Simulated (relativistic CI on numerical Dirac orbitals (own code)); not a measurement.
## Sn4+: sensitivity of the levels to the model

Base calculation: Dirac-Coulomb-Breit CI, KLI orbitals optimised for each configuration, a model potential for QED, valence Slater integrals scaled by 0.85, P86 correlation energy added to each configuration.

Configurations in the expansion (outside the closed core [Kr]): 4d¹⁰, 4d⁹5s, 4d⁹4f, 4d⁹5p, 4d⁹5d, 4d⁹6s, 4d⁹6p, 4d⁹6d, 4d⁹5f, 4d⁹5g, 4d⁹6f, 4d⁹6g. Double excitations out of closed p, d and f shells are left out; levels of such configurations are missing from the list, as are those of other unlisted configurations, and high levels can miss mixing partners.

Variants: (1) Slater integrals left unscaled; (2) self-excluded LDA correlation estimate; (3) QED terms removed; (4) one mean potential for all configurations. Shifts of the energy above 4d¹⁰ ¹S0, in cm⁻¹, for the lowest level and the first level of each name with at least 55 % of one term (blank where a level changes its place among those of its configuration and J or its character, or is not in the variant):

| Level | Base | Δ(1) | Δ(2) | Δ(3) | Δ(4) | Measured |
| --- | --- | --- | --- | --- | --- | --- |
| 4d¹⁰ ¹S0 | 0.0 | 0.0 | 0.0 | 0.0 | 0.0 | 0.0 |
| 4d⁹5s ³D3 | 189401.5 | -311.3 | -662.6 | -255.0 | +470.0 | 182578.8 |
| 4d⁹5s ³D2 | 191912.5 | -33.1 | -662.2 | -256.6 | +509.2 | 185058.0 |
| 4d⁹5s ³D1 | 197804.3 | -277.5 | -662.6 | -280.5 | +563.2 | 191202.0 |
| 4d⁹5s ¹D2 | 201011.1 | +491.2 | -661.7 | -275.1 | +628.0 | 193229.8 |
| 4d⁹5p ³P°2 | 265047.4 | -1040.1 | -384.8 | -42.4 | +1350.5 | 259372.1 |
| 4d⁹5p ³F°3 | 268140.1 | -296.9 | -384.6 | -39.9 | +1418.7 | 262316.4 |
| 4d⁹5p ³P°1 | 273171.4 | -934.9 | -384.8 | -62.2 | +1473.1 | 267996.0 |
| 4d⁹5p ³F°4 | 273805.8 | -435.6 | -385.2 | -53.9 | +1476.9 | 268731.1 |
| 4d⁹5p ³F°2 | 274543.3 | -470.6 | -384.8 | -61.6 | +1497.2 |  |
| 4d⁹5p ³P°0 | 278492.3 | -1052.0 | -385.0 | -79.6 | +1546.4 |  |
| 4d⁹5p ¹D°2 | 279008.4 | +599.9 | -383.3 | -54.4 | +1563.4 |  |
| 4d⁹5p ³D°3 | 279663.9 | +579.1 | -383.8 | -54.0 | +1588.2 | 274376.8 |
| 4d⁹5p ¹P°1 | 282130.2 | +869.9 | -378.2 | -60.5 | +1786.7 | 276589.4 |

At this charge configurations can still be misplaced by up to about 7 % of their energy. 13 of the 16 excited levels that our extract of the measured tables holds in this range could be paired (the sources list more); they are missed by 8378 cm⁻¹ on average and 21872 at most, and levels without a partner can miss by more.

Measured levels: Moore, Atomic Energy Levels, vol. III, NSRDS-NBS 35 (1971 reprint of NBS Circular 467, 1958).

Ionisation energy from the two ground configurations alone: base 76.57 eV; self-excluded LDA correlation estimate 76.95 eV. The NIST ASD value (measured) is 77.03 eV.

LS names give the leading component of a level, which can be under half, so a name can repeat, a term be missing and a line seem to break the LS rules.
